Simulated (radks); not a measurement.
The numbers below are computed, except where a source is named.
How relativity changes the ionisation of neutral iodine ([Kr] 4d10 5s2 5p5) to I+ ([Kr] 4d10 5s2 5p4). Spin-unpolarised spherical Kohn-Sham, PBEsol, point nucleus unless stated (finite: rms radius 4.75 fm), a radial shooting solver on a logarithmic mesh with Libxc functionals. A level marked "c x" has the speed of light scaled by that factor and shares open shells by 2j + 1; other Dirac levels either fill j = l - 1/2 first or share by 2j + 1.

| level | E(I) (hartree) | E(I+) (hartree) | IE (eV) | HOMO | <r> HOMO (bohr) |
|---|---|---|---|---|---|
| non-rel. | -6917.27630 | -6916.86524 | 11.186 | 5p | 2.487 |
| scalar-rel. | -7113.42629 | -7113.01650 | 11.151 | 5p | 2.469 |
| scalar-rel., finite nucleus | -7113.19317 | -7112.78337 | 11.151 | 5p | 2.469 |
| Dirac, 2j+1 shares | -7116.05183 | -7115.64107 | 11.177 | 5p3/2 | 2.511 |
| Dirac, low j first | -7116.06421 | -7115.66931 | 10.746 | 5p3/2 | 2.514 |
| Dirac, 2j+1 shares, finite nucleus | -7115.81789 | -7115.40712 | 11.178 | 5p3/2 | 2.511 |
| Dirac, c x 0.85 | -7201.15378 | -7200.74271 | 11.186 | 5p3/2 | 2.522 |
| Dirac, c x 1.25 | -7040.98722 | -7040.57650 | 11.176 | 5p3/2 | 2.501 |
| Dirac, c x 10 | -6919.12240 | -6918.71135 | 11.185 | 5p3/2 | 2.487 |

NIST Atomic Spectra Database: 10.451 eV (measured). The relativistic part of the total energy of I is -198.5 hartree (Dirac, 2j+1 shares, finite nucleus), 2.9 % of the non-relativistic value. Spin polarisation and multiplet splitting of open shells are left out at every level.

Beside tabulated values, note that relativity, absent from the non-relativistic runs, is large for the heavy elements, and spin-unpolarised runs miss the spin-polarisation part of the exchange energy of open shells.
